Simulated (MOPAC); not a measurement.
Job for MOPAC: AM1 on CH (SMILES [CH]), 2S+1 = 2, a spin state set in the input, which need not be the lowest.

```
AM1 1SCF PRECISE CHARGE=0 UHF MS=0.5 THREADS=1
CH

C     -0.00000000 1    -0.00000000 1    -0.16050086 1
H      0.00000000 1     0.00000000 1     0.96300518 1
```

It printed:

```
*******************************************************************************
 **                                                                           **
 **                              MOPAC v23.2.5                                **
 **                                                                           **
 *******************************************************************************
 ** MOPAC's Digital Object Identifier: https://doi.org/10.5281/zenodo.6511958 **
 **                                                                           **
 ** Please cite the open-source release paper for use of this MOPAC version:  **
 ** J. E. Moussa and J. J. P. Stewart (2026)                                  **
 ** MOPAC: An open-source semiempirical molecular orbital program             **
 ** J. Open Source Softw., 11(119), 8025, https://doi.org/10.21105/joss.08025 **
 *******************************************************************************

                              AM1 CALCULATION RESULTS

 *******************************************************************************
 *  AM1        - The AM1 Hamiltonian to be used
 *  UHF        - UNRESTRICTED HARTREE-FOCK CALCULATION
 *
 *
 *
 *                 CHARGE ON SYSTEM = 0
 *
 *
 *
 *  MS=        - IN MECI, MAGNETIC COMPONENT OF SPIN =  0.5
 *  PRECISE    - TIGHTER CRITERIA TO BE USED
 *  1SCF       - DO 1 SCF AND THEN STOP
 *  THREADS=1  - MULTI-THREADING NOT USED
 *  T=         - A TIME OF 172800.0 SECONDS REQUESTED
 *  DUMP=N     - RESTART FILE WRITTEN EVERY 7200.0 SECONDS REQUESTED
 *******************************************************************************
AM1 1SCF PRECISE CHARGE=0 UHF MS=0.5 THREADS=1
 CH

   ATOM   CHEMICAL          X               Y               Z
  NUMBER   SYMBOL      (ANGSTROMS)     (ANGSTROMS)     (ANGSTROMS)

     1       C         -0.00000000  *  -0.00000000  *  -0.16050086  *
     2       H          0.00000000  *   0.00000000  *   0.96300518  *



          CARTESIAN COORDINATES

    NO.       ATOM           X           Y           Z

     1         C         -0.0000     -0.0000     -0.1605
     2         H          0.0000      0.0000      0.9630

  H: (AM1): M.J.S. DEWAR ET AL, J. AM. CHEM. SOC. 107 3902-3909 (1985)
  C: (AM1): M.J.S. DEWAR ET AL, J. AM. CHEM. SOC. 107 3902-3909 (1985)

           Empirical Formula: C H  =     2 atoms



      MOLECULAR POINT GROUP   :   C*v


          UHF CALCULATION, NO. OF ALPHA ELECTRONS =    3
                           NO. OF BETA  ELECTRONS =    2

 -------------------------------------------------------------------------------
 AM1 1SCF PRECISE CHARGE=0 UHF MS=0.5 THREADS=1
 CH



     1SCF WAS SPECIFIED, SO BFGS WAS NOT USED
     SCF FIELD WAS ACHIEVED


                              AM1 CALCULATION
                                                       MOPAC v23.2.5 Linux




          FINAL HEAT OF FORMATION =        144.83930 KCAL/MOL =     606.00761 KJ/MOL


          COSMO AREA              =         51.40 SQUARE ANGSTROMS
          COSMO VOLUME            =         34.45 CUBIC ANGSTROMS

          IONIZATION POTENTIAL    =          9.750596 EV
          ALPHA SOMO LUMO (EV)    =         -9.751 -0.531
          BETA  SOMO LUMO (EV)    =        -10.530  0.142
          NO. OF ALPHA ELECTRONS  =          3
          NO. OF BETA  ELECTRONS  =          2
          MOLECULAR WEIGHT        =         13.0189         POINT GROUP:  C*v

          MOLECULAR DIMENSIONS (Angstroms)

            Atom       Atom       Distance
            H     2    C     1     1.12351
            H     2    C     1     0.00000
            C     1    H     2     0.00000


          SCF CALCULATIONS        =          1





   ATOM   CHEMICAL          X               Y               Z
  NUMBER   SYMBOL      (ANGSTROMS)     (ANGSTROMS)     (ANGSTROMS)

     1       C         -0.00000000  *  -0.00000000  *  -0.16050086  *
     2       H          0.00000000  *   0.00000000  *   0.96300518  *

                             CARTESIAN COORDINATES

   1    C       -0.000000000    -0.000000000    -0.160500860
   2    H        0.000000000     0.000000000     0.963005180


           Empirical Formula: C H  =     2 atoms



      MOLECULAR POINT GROUP   :   C*v


          ALPHA EIGENVALUES
 -23.96993 -11.25866  -9.75060  -0.53060   3.67308


           BETA EIGENVALUES
 -22.07971 -10.52992   0.14216   1.38216   4.14896


              NET ATOMIC CHARGES AND DIPOLE CONTRIBUTIONS

  ATOM NO.   TYPE          CHARGE      No. of ELECS.   s-Pop       p-Pop
    1          C           0.047158        3.9528     1.86548     2.08736
    2          H          -0.047158        1.0472     1.04716
 DIPOLE           X         Y         Z       TOTAL
 POINT-CHG.     0.000     0.000    -0.254     0.254
 HYBRID        -0.000    -0.000     1.466     1.466
 SUM           -0.000    -0.000     1.211     1.211


          ATOMIC ORBITAL ELECTRON POPULATIONS

     Atom    s        px        py        pz
    1  C   1.86548   1.00000   0.00000   1.08736
    2  H   1.04716


                    (SZ)    =    0.500000
                    (S**2)  =    0.752155


          ATOMIC ORBITAL SPIN POPULATIONS

    Atom   Total    s     px     py     pz
         Atomic
    1  C  1.0422  0.015  1.000  0.000  0.028
    2  H -0.0422 -0.042

 **********************
 *                    *
 * JOB ENDED NORMALLY *
 *                    *
 **********************




 == MOPAC DONE ==
```

The run finished.

Cost: very roughly 0.04 core-seconds.
